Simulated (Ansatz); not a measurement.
Cartesian coordinates in Å:
```
F -1.193 -0.343 -1.827
B -0.482 -0.139 -0.738
C -0.201 0.567 0.512
C 0.637 -0.441 0.155
H -0.283 1.266 1.334
H 1.523 -0.909 0.563
```

Total charge 0; spin multiplicity 1.

(1) List the CAM-B3LYP/def2-TZVPP orbital energies in eV (Ansatz). (Estimate.)

## Answers

(1) Computed: Occupied: -673.84, -279.42, -279.40, -186.89, -35.23, -24.94, -17.47, -16.92, -16.34, -14.57, -14.51, -11.41, -10.74, -9.43. Lowest empty: 0.67, 1.80, 2.48, 2.77, 3.02, 4.06, 4.17, 4.46.
